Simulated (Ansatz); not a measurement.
Reactions of CH₆GeO, SMILES `C[O][GeH3]`.

Program: Ansatz. Geometries: PBE0-D4/def2-TZVP. ΔE: electronic, gas phase. CBS: MP2 limit from def2 TZ/QZ plus the TZ coupled-cluster correction, frozen cores. This one scheme is used for every species, atoms too. Functionals use def2-TZVPP. No spin–orbit coupling; open shells (•) take unrestricted orbitals. Spin–orbit coupling would lower the free atoms: a little for C, O; clearly for Ge. Elements past krypton have def2 core potentials. Bonds to Ge, In, Se are less sure, by a few kJ/mol each and by 10 to 20 or more in all where they break to atoms, as the def2 sets lack core-valence functions. Scalar relativity is left out up to krypton. One conformer a species, not always the lowest.

```tsv
reaction	PBE0-D4 (kJ/mol)	CCSD/CBS(def2) (kJ/mol)
`C[O][GeH3]` + `[OH][GeH]([GeH3])[GeH3]` → `[OH][Ge]([GeH3])([GeH3])[GeH3]` + CH₃OH	-27	-18
`C[O][GeH3]` → GeH₄ + `C=O`	132	126
`C[O][GeH3]` + H₂Se → `[GeH3][SeH]` + CH₃OH	-42	-35
`C[O][GeH3]` → `[GeH3]`• + `C[O]`•	365	390
`C[O][GeH3]` → C• + Ge• + 6 H• + O•	2902	2907
`C[O][GeH3]` + `NC1=C[SiH2]1` → `[GeH3][NH]C1=C[SiH2]1` + CH₃OH	12	10
`C[O][GeH3]` + `S[SiH2]Cl` → `Cl[SiH2][S][GeH3]` + CH₃OH	-33	-27
`C[O][GeH3]` → `[CH2]` (triplet) + `[OH][GeH3]`	379	370
`C[O][GeH3]` + `[NH2][InH][OH]` → `C[NH][InH][OH]` + `[OH][GeH3]`	-10	-10
`C[O][GeH3]` → `[CH3]`• + `[O][GeH3]`•	394	398
```

Question: Give the CCSD(T)/CBS values in the same order. (An estimate is asked.)

Answer: Ansatz gave: -20, 126, -35, 401, 2942, 9, -28, 380, -11, 411 kJ/mol.

Largest T1 diagnostic: 0.019, for `C[O]`•.
